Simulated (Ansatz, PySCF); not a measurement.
Al(I)(Me)(OH) (CH₄AlIO), SMILES [CH3][Al]([OH])[I]. Atoms are numbered in the order given.

```xyz
8

Al     1.2045     0.9147     0.0213
I     -0.3670    -0.9998    -0.3139
C      1.1129     2.4995    -1.0903
H      1.2627     2.2417    -2.1519
H      1.8787     3.2345    -0.7967
H      0.1213     2.9754    -1.0122
O      2.3702     0.8049     1.2545
H      2.4979     0.0663     1.8572
```

Geometry optimised at B3LYP-D3(BJ)/def2-SVP. The def2 effective core potentials stand for the cores of I; spin–orbit coupling is left out. One conformer was computed; it need not be the lowest.

Two levels are set side by side: PBE-D3(BJ)/def2-SVP (Ansatz, an electronic-structure program) and B3LYP-D3(BJ)/def2-SVP (Ansatz). Each level has its own optimised geometry; the coordinates shown are those of the second. Frequencies come from the Hessian of PySCF at each geometry. Differences are taken from unrounded values.

| quantity | B3LYP-D3(BJ) |
|---|---|
| mean bond length (Å) | 1.487 |
| bond Al1–I2 (Å) | 2.499 |
| bond Al1–C3 (Å) | 1.938 |
| bond Al1–O7 (Å) | 1.700 |
| bond C3–H4 (Å) | 1.103 |
| bond C3–H5 (Å) | 1.101 |
| bond C3–H6 (Å) | 1.103 |
| bond O7–H8 (Å) | 0.962 |
| highest harmonic wavenumber (cm⁻¹) | 3919 |
| mean harmonic wavenumber (cm⁻¹) | 1221 |
| zero-point energy (kcal/mol) | 31.42 |

**Question.** What does PBE-D3(BJ) give, and how far is it from B3LYP-D3(BJ)? (Estimate from the structure and the level; the computed values follow.)

**Answer.** 
```
quantity                            PBE-D3(BJ)  PBE-D3(BJ) minus B3LYP-D3(BJ)
----------------------------------  ----------  -----------------------------
mean bond length (Å)                     1.495                          0.008
bond Al1–I2 (Å)                          2.504                          0.004
bond Al1–C3 (Å)                          1.945                          0.007
bond Al1–O7 (Å)                          1.717                          0.016
bond C3–H4 (Å)                           1.110                          0.007
bond C3–H5 (Å)                           1.108                          0.007
bond C3–H6 (Å)                           1.110                          0.007
bond O7–H8 (Å)                           0.971                          0.009
highest harmonic wavenumber (cm⁻¹)        3806                           -113
mean harmonic wavenumber (cm⁻¹)           1193                            -28
zero-point energy (kcal/mol)             30.70                          -0.73
```

Exact exchange shortens and stiffens bonds; PBE has none. Differences between two approximate levels are no errors against the true value.
